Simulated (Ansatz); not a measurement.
Computed with Ansatz on PBE0-D4/def2-TZVP structures; ΔE is electronic, products minus reactants. CCSD(T)/CBS is the MP2 limit (def2-TZVPP, def2-QZVPP) plus CCSD(T) − MP2 in def2-TZVPP, frozen cores. This one scheme is used for every species. DFT in def2-TZVPP. B3LYP here is the variant with VWN-RPA as its local correlation; programs differ in this. Elements past krypton have def2 core potentials. For Sn outer-core shells are correlated without core-valence functions, which leaves a few kJ/mol of doubt a bond.

`[F][Sn]([F])([Cl])[Cl]` → Cl₂ + `[F][Sn][F]`  (stannylene formation by 1,1-elimination)

**Question.** Is it downhill or uphill in electronic energy at CCSD(T)/CBS, and by how much? (Best estimate.)

**Answer.** Computed: Uphill: ΔE = +2.83 eV.

**Question.** What do these levels give: LDA (SPW92), BLYP-D4, B3LYP-D4, ωB97X-V, r2SCAN, r2SCAN0? (Best estimate.)

**Answer.** Computed: LDA (SPW92) 2.64, BLYP-D4 2.21, B3LYP-D4 2.48, ωB97X-V 2.86, r2SCAN 2.84, r2SCAN0 2.95 eV.

Largest T1 diagnostic among the species: 0.017.

From r2SCAN to r2SCAN0 (25 % exact exchange), in def2-TZVPP and without D4, ΔE moves by +0.12 eV. In def2-TZVPP, CCSD(T) changes the Hartree–Fock value by −0.21 eV (the triples alone add +0.01 eV) and MP2 by −0.13 eV. At CCSD(T), def2-SVP lies +0.20 eV from the extrapolated value and def2-TZVPP +0.02 eV.
